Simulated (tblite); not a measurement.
Compound: CH13BN2Si3.
Numbering: `[BH2:1][N:2]([CH3:3])[SiH2:4][N:5]([SiH3:6])[SiH3:7]` (hydrogens: H8, H9 on B1; H10, H11, H12 on C3; H13, H14 on Si4; H15, H16, H17 on Si6; H18, H19, H20 on Si7)

Computed with GFN2-xTB (tblite), gas phase: L-BFGS steps from a force-field or distance-geometry start until the largest atomic force falls under 0.01 eV/Å.

Step 16: E = -575.6246 eV
```
atom  x, y, z in Å  |  force x, y, z in eV/Å
B1      1.5478   -0.0264   -1.9556   -0.252  -0.003   0.473
N2      1.6545   -0.0093   -0.5589   -0.224  -0.015   0.100
C3      2.7298   -0.7887    0.0232    0.058  -0.004  -0.007
Si4     0.4362    0.6623    0.4849   -0.195  -0.383  -0.221
N5     -1.2403    0.2811    0.1865   -0.042   0.039  -0.069
Si6    -2.3891    1.5892    0.1199    0.158   0.023  -0.355
Si7    -1.8579   -1.3333    0.3522   -0.038  -0.019  -0.199
H8      1.0081    0.8215   -2.5199   -0.375   0.257  -0.125
H9      1.9870   -0.9455   -2.4835    0.488  -0.368  -0.582
H10     2.6324   -0.9103    1.1050   -0.121  -0.048  -0.203
H11     2.7989   -1.7599   -0.4686    0.053  -0.052   0.157
H12     3.6531   -0.2408   -0.1664    0.194  -0.098   0.067
H13     0.4821    2.0844    0.3555    0.197   0.692   0.084
H14     0.7294    0.0454    1.7577    0.150  -0.013   0.495
H15    -2.7713    2.0249    1.4514   -0.074   0.034   0.243
H16    -3.5364    1.1771   -0.6702   -0.175  -0.120   0.001
H17    -1.7139    2.6475   -0.6075    0.045   0.264  -0.052
H18    -2.0115   -1.6574    1.7589    0.007  -0.094   0.336
H19    -0.9703   -2.2784   -0.3002    0.205  -0.092  -0.088
H20    -3.1736   -1.3726   -0.2772   -0.057   0.000  -0.054
```

Step 17: E = -575.6618 eV
```
atom  x, y, z in Å  |  force x, y, z in eV/Å
B1      1.5474   -0.0289   -1.9516   -0.309  -0.001   0.108
N2      1.6497   -0.0022   -0.5553   -0.033  -0.152   0.078
C3      2.7317   -0.7899    0.0196   -0.028   0.029  -0.019
Si4     0.4323    0.6689    0.4939   -0.118  -0.254  -0.179
N5     -1.2441    0.2848    0.1983   -0.028  -0.018  -0.048
Si6    -2.3917    1.5933    0.1203    0.095   0.089  -0.285
Si7    -1.8558   -1.3366    0.3517    0.013   0.000  -0.140
H8      0.9819    0.8184   -2.5272   -0.143  -0.083   0.066
H9      2.0128   -0.9564   -2.4813    0.275   0.030  -0.376
H10     2.6267   -0.9209    1.1006   -0.071  -0.023  -0.227
H11     2.7893   -1.7628   -0.4776    0.070   0.063   0.195
H12     3.6642   -0.2470   -0.1663    0.016  -0.158   0.080
H13     0.4796    2.1009    0.3564    0.188   0.440   0.118
H14     0.7397    0.0425    1.7660    0.105   0.057   0.383
H15    -2.7825    2.0398    1.4555   -0.028  -0.016   0.084
H16    -3.5372    1.1723   -0.6742   -0.125  -0.090   0.042
H17    -1.7096    2.6478   -0.6140   -0.003   0.212  -0.010
H18    -2.0135   -1.6698    1.7620    0.021  -0.072   0.219
H19    -0.9562   -2.2725   -0.3065    0.145  -0.042  -0.046
H20    -3.1698   -1.3708   -0.2830   -0.041  -0.012  -0.045
```

**Question.** Estimate the geometry and energy of step 18. (The exact step hangs on the optimiser's Hessian estimate; all steps are aligned on step 17, rigid shifts and turns removed.)

**Answer.** E = -575.6955 eV, largest force 0.395 eV/Å
```
atom  x, y, z in Å  |  force x, y, z in eV/Å
B1      1.5339   -0.0304   -1.9478   -0.044  -0.295  -0.052
N2      1.6426   -0.0062   -0.5497    0.110  -0.217  -0.081
C3      2.7367   -0.7917    0.0191   -0.154   0.104  -0.072
Si4     0.4259    0.6687    0.4981    0.014  -0.046  -0.075
N5     -1.2472    0.2846    0.1969   -0.021  -0.047  -0.037
Si6    -2.3881    1.5971    0.1118   -0.017   0.143  -0.167
Si7    -1.8559   -1.3401    0.3516    0.048   0.004  -0.057
H8      0.9645    0.8113   -2.5301   -0.145  -0.113   0.111
H9      2.0336   -0.9546   -2.4974    0.051   0.373  -0.120
H10     2.6182   -0.9270    1.0962    0.001  -0.003  -0.156
H11     2.7853   -1.7665   -0.4754    0.106   0.093   0.164
H12     3.6765   -0.2506   -0.1646   -0.173  -0.214   0.094
H13     0.4877    2.1145    0.3642    0.156   0.155   0.138
H14     0.7468    0.0494    1.7779    0.052   0.106   0.270
H15    -2.7874    2.0427    1.4535    0.020  -0.047  -0.036
H16    -3.5419    1.1676   -0.6707   -0.074  -0.063   0.044
H17    -1.7087    2.6602   -0.6169   -0.026   0.153   0.004
H18    -2.0126   -1.6779    1.7678    0.033  -0.040   0.092
H19    -0.9478   -2.2689   -0.3098    0.113  -0.025  -0.022
H20    -3.1672   -1.3714   -0.2872   -0.051  -0.021  -0.041
```

The energy changes by -0.0336 eV. The first-order estimate −F·Δx gives -0.0473 eV and the mean of the old and new forces, exact on a quadratic surface, -0.0337 eV. The step makes an angle of 40° with the force vector and moves no atom by more than 0.026 Å.

The cost below is that of the whole relaxation. The run took 1.6 s wall on one thread of an Arm Neoverse V2, shared host.
